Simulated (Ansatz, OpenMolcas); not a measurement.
The same job for Ansatz

OpenMolcas 26.06 runs this on AlNH2ClF (SMILES [NH2][Al]([F])[Cl]):

struct.xyz:
```
6

N     -0.112300     0.982600    -0.025800
Al     0.152500    -0.739100     0.092300
F      1.041800    -1.345500     1.331100
Cl    -0.641100    -2.049400    -1.313600
H      0.246300     1.661500     0.624800
H     -0.645100     1.426000    -0.754900
```

test.inp:
```
* AlClFH2N Kohn-Sham DFT

&GATEWAY
  BASLIB=$CurrDir
  COORD=struct.xyz
  BASIS=aug-cc-pVDZ
  GROUP=NoSym

&SEWARD
  GRIDINPUT
  Grid=UltraFine
  End of Grid

&SCF
  KSDFT=revPBE
  THRESHOLDS=1e-10 1e-07 1e-07 1e-05
  PRORBITALS=1 1

&ALASKA
```

```bash
$ export MOLCAS_MEM=1860
$ pymolcas test.inp > test.log
```

(Basis files named in the input come from the Basis Set Exchange and aren't shown.)

The coordinates come from a PBE0-D4/def2-TZVP relaxation.

The shape isn't stationary at this level (largest force 1.6 eV/Å).

It gives a total energy of -858.441810 Eh.

Question: How is this level of theory, on these atoms, set up in Ansatz 0.2.0 as an input file of the program's own, asking for the energy?

Answer: One way, which was run:

job.yaml:
```yaml
crystal:
  periodic: [false, false, false]
  atoms:
    - {symbol: N, position_ang: [-0.112300, 0.982600, -0.025800]}
    - {symbol: Al, position_ang: [0.152500, -0.739100, 0.092300]}
    - {symbol: F, position_ang: [1.041800, -1.345500, 1.331100]}
    - {symbol: Cl, position_ang: [-0.641100, -2.049400, -1.313600]}
    - {symbol: H, position_ang: [0.246300, 1.661500, 0.624800]}
    - {symbol: H, position_ang: [-0.645100, 1.426000, -0.754900]}
basis:
  gaussian:
    orbitals: aug-cc-pVDZ
hamiltonian:
  xc: {name: revPBE}
accuracy: high
output:
  orbitals: {seedname: orbitals}
```

```bash
$ ansatz run job.yaml --threads 1 --pin off --max-ram 3480MiB --events-out events.jsonl --progress --plain --runs-dir runs
```

Its energy is -858.441810 Eh, the same as the first but for the last digit, at most.
